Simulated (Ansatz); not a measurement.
Z-matrix (Å, degrees):
```
C
C 1 1.522
H 1 1.093 2 111.6
H 1 1.092 2 110.8 3 120.9
H 1 1.092 2 110.2 3 -119.1
C 2 1.524 1 111.5 3 59.0
N 2 1.464 1 111.7 3 -68.1
H 2 1.097 1 107.3 3 176.5
H 6 1.092 2 110.9 1 179.6
H 6 1.093 2 111.4 1 -59.6
H 6 1.092 2 110.3 1 59.5
C 7 1.448 2 117.1 1 65.2
Si 7 1.697 2 120.0 1 -133.0
H 12 1.096 7 113.0 2 63.7
H 12 1.094 7 111.2 2 -58.2
H 12 1.092 7 109.6 2 -176.5
Cl 13 2.080 7 114.8 2 -80.0
H 13 1.480 7 108.9 2 37.6
H 13 1.480 7 108.9 2 162.2
```

The species carries charge 0 and has multiplicity 1.

Problem. List the B3LYP/def2-TZVPP orbital energies in eV (Ansatz). (Estimate.)

Solution. Ansatz gave: Occupied: -2761.97, -1799.76, -389.43, -277.95, -277.60, -276.64, -276.58, -256.73, -195.74, -195.62, -195.62, -144.18, -99.54, -99.48, -99.47, -25.00, -22.11, -21.22, -18.95, -18.67, -15.88, -14.81, -13.05, -12.68, -12.42, -11.43, -11.38, -11.17, -10.56, -10.25, -10.06, -9.87, -9.71, -9.28, -8.61, -8.32, -6.58. Lowest empty: 0.51, 0.69, 0.96, 1.54, 1.55, 1.80, 2.25, 2.61.

B3LYP here is the variant with VWN-RPA as its local correlation; programs differ in this.
